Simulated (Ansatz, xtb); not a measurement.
**C3H6AlF: 3 structures ranked**

3 gas-phase structures of C3H6AlF, from a drawn sample of its isomers (lower ones may exist). Each was relaxed with GFN2-xTB; where two conformers were screened, the lower at r2SCAN-D4/def2-SVP is listed:

A. `[F][AlH][CH]1CC1`, a singlet
B. `C=[C](C)[AlH][F]`, a singlet
C. `C/C=[CH]\[AlH][F]`, a singlet

Question: Estimate their order in r2SCAN-D4/def2-SVP energy at these geometries, lowest first.

Answer: Calculated order at r2SCAN-D4/def2-SVP: C (0.0), B (1.5), A (5.8) kcal/mol.

Energies above the lowest of each column, in kcal/mol; the last columns are at PBE0-D3(BJ)/def2-SVP geometries:

```csv
structure,GFN2-xTB,HF/STO-3G,r2SCAN-D4/def2-SVP,PBE0-D3(BJ)/def2-SVP,CCSD(T)/def2-SVP + ΔMP2/def2-TZVPP
C,0.0,4.3,0.0,0.0,0.0
B,2.8,6.6,1.5,1.2,0.7
A,0.7,0.0,5.8,4.0,8.4
```

CCSD(T)/def2-SVP + ΔMP2/def2-TZVPP puts C lowest, with B within 1 kcal/mol; HF/STO-3G picks A. Flexible structures stand in one conformer each, not always the lowest. ΔMP2 is the change of the MP2 energy from the smaller to the larger basis.

Programs: Ansatz 0.2.0, xtb 6.7.1.
